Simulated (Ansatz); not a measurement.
Cost and result up the ladder for Ge(vinyl)3(NHtBu) (C10H19GeN) (31 atoms). Charge 0, multiplicity 1. Geometry: PBE-D4/def2-SVP.

```xyz
31

Ge    1.053    0.519   -0.383
C     2.809    0.249    0.437
C     3.846   -0.367   -0.160
H     2.947    0.665    1.454
H     3.764   -0.792   -1.177
H     4.825   -0.481    0.338
C     0.934   -0.516   -2.051
C     1.242   -1.824   -2.146
H     0.600    0.018   -2.961
H     1.580   -2.409   -1.272
H     1.165   -2.380   -3.098
C     0.778    2.415   -0.783
C     0.101    3.231    0.045
H     1.234    2.829   -1.703
H    -0.352    2.839    0.973
H    -0.029    4.308   -0.160
N    -0.136    0.055    0.973
C    -1.518   -0.431    0.811
C    -1.550   -1.958    0.578
C    -2.285   -0.094    2.106
C    -2.184    0.282   -0.375
H     0.346   -0.464    1.715
H    -2.589   -2.340    0.496
H    -1.010   -2.221   -0.353
H    -1.062   -2.491    1.421
H    -1.803   -0.574    2.983
H    -3.335   -0.451    2.061
H    -2.289    1.001    2.278
H    -1.678    0.034   -1.331
H    -2.160    1.382   -0.247
H    -3.241   -0.036   -0.471
```

Ansatz on 4 threads of Intel Xeon on a shared host. Times are rough, and most runs start from the orbitals of an earlier one. PBE0-D4/def2-TZVP serves as the yardstick here, not as an exact answer. Differences are given only for rows in sets of like size (and for xTB, whose basis is part of the method), since another set adds its own error. Binding counts from free atoms at the same level (Ge triplet, C triplet, H doublet, N quartet; other spins of the atoms weren't run), without zero-point energy or a counterpoise term.

Correlated methods freeze 20 core orbitals; core or outer-core shells of Ge are correlated, in sets that lack core-valence functions. The rows differ in basis, and correlated rows in double-zeta sets carry the largest basis error.

Correlated methods converge slowly with the basis, most of all in double-zeta sets.

| level | functions | wall time |
| --- | --- | --- |
| PBE-D4/def2-SVP | 281 | 4.7 s |
| PBE0-D4/def2-SVP | 281 | 9 s |
| PBE-D4/def2-TZVP | 503 | 10 s |
| revPBE-D4/def2-TZVP | 503 | 10 s |
| MP2/def2-SVP | 281 | 13 s |
| r2SCAN-D4/def2-TZVP (with forces) | 503 | 20 s |
| PBE0-D4/def2-TZVP | 503 | 24 s |
| BHLYP-D4/def2-TZVP | 503 | 25 s |

(1) Estimate what each level gives for the binding energy per atom (eV).

Results:

(1) 
```csv
level,binding energy per atom (eV),difference from PBE0-D4/def2-TZVP (eV),remarks
PBE-D4/def2-SVP,4.32,–,–
PBE0-D4/def2-SVP,4.26,–,–
PBE-D4/def2-TZVP,4.28,0.07,–
revPBE-D4/def2-TZVP,4.19,-0.03,–
MP2/def2-SVP,4.05,–,restricted SCF unstable
r2SCAN-D4/def2-TZVP (with forces),4.19,-0.02,–
PBE0-D4/def2-TZVP,4.21,0.00,–
BHLYP-D4/def2-TZVP,4.07,-0.14,–
```
